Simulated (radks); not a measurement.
Question: Excited configurations of Nd+: one electron is placed in a higher orbital outside [Xe] 4f4. The ground configuration is [Xe] 4f4 6s1. Calculated with a radial shooting solver on a logarithmic mesh with Libxc functionals: Dirac Kohn-Sham, PBE, spin-unpolarised, spherical densities, finite nucleus; open shells fill j = l - 1/2 first; Fermi nuclear charge, rms radius 4.9123 fm. Excitation = E - E(ground); binding = E(ion) - E, where the ion is the core of charge +2; n* = 2/sqrt(2 binding) in atomic units, and the quantum defect is n - n*.

outer orbital  excitation (eV)  binding (eV)     n*  quantum defect  eigenvalue (eV)  <r> (bohr)
5d3/2                    0.972         9.804  2.356           2.644           -6.185       3.004
5f5/2                    7.272         3.504  3.941           1.059           -2.486       8.707
6p1/2                    2.765         8.011  2.606           3.394           -5.989       4.910
6d3/2                    6.120         4.657  3.419           2.581           -3.495       7.665
7s1/2                    5.513         5.263  3.216           3.784           -4.169       8.095
7p1/2                    6.462         4.314  3.552           3.448           -3.379       9.450
7d3/2                    7.905         2.871  4.354           2.646           -2.240       13.40

Estimate the row for 6f5/2.

Answer: excitation (eV) 8.410; binding (eV) 2.367; n* 4.795; quantum defect 1.205; eigenvalue (eV) -1.790; <r> (bohr) 14.83. The Delta-SCF ionisation energy is 10.776 eV (NIST Atomic Spectra Database: 10.78 eV, semi-empirical). Self-interaction in the functional shifts the binding energies and quantum defects, so they are the method's values and not measured ones. Spin polarisation and multiplet splitting are left out, so open shells lie too high by an amount that depends on their filling.

Beside tabulated values, note that spin-unpolarised runs miss the spin-polarisation part of the exchange energy of open shells.
